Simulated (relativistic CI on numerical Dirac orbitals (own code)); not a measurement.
**Pd XXVIII: q coefficients and field-shift factors**

These numbers are calculated, not measured: Dirac-Coulomb-Breit CI, separate exchange-only KLI orbitals for each configuration, derivatives by finite differences, unscaled Slater integrals, QED left out (own radial code, finite nucleus).

Configuration list (outside the closed core [Ne]): 3s²3p⁶3d, 3s²3p⁵3d², 3s3p⁶3d², 3s²3p⁶4s, 3s²3p⁶4p, 3p⁶3d³, 3p⁵3d⁴. Double excitations out of closed p, d and f shells are left out; levels of such configurations are missing from the list, as are those of other unlisted configurations, and high levels can miss mixing partners.

With x = (α/α₀)² − 1 an excitation energy changes as ω = ω₀ + qx; K = 2q/ω₀ is the relative enhancement. Terms are leading LS components, so labels can repeat. The field-shift factor is F = δν/δ⟨r²⟩ for the transition from the lowest level.

Lowest level 3s²3p⁶3d ²D3/2.

```tsv
Level	ω₀ (cm⁻¹)	q (cm⁻¹)	F (GHz/fm²)
3s²3p⁶3d ²D5/2	59746	59610	0.389
3s²3p⁵3d² ⁴D°1/2	1041600	40530	2.09
3s²3p⁵3d² ⁴D°3/2	1052009	40270	2.15
3s²3p⁵3d² ⁴D°5/2	1078644	54030	2.29
3s²3p⁵3d² ⁴G°7/2	1104954	44930	2.3
3s²3p⁵3d² ²F°5/2	1114017	59420	2.37
3s²3p⁵3d² ⁴D°7/2	1125302	87590	2.34
3s²3p⁵3d² ⁴G°9/2	1129516	80820	2.56
3s²3p⁵3d² ⁴G°11/2	1150473	105400	2.77
3s²3p⁵3d² ²D°3/2	1153685	77930	2.35
3s²3p⁵3d² ⁴P°5/2	1157498	88310	2.52
3s²3p⁵3d² ⁴P°3/2	1161420	64040	2.11
3s²3p⁵3d² ²G°7/2	1180588	81130	2.56
```

At this charge energies of transitions that change n are usually good to better than 1 %, and those within a shell (Δn = 0) to a few per cent.

(1) Which transition from the lowest level has the largest |K|?

Answers

(1) 3s²3p⁶3d ²D5/2 at 59746 cm⁻¹, K = 2.
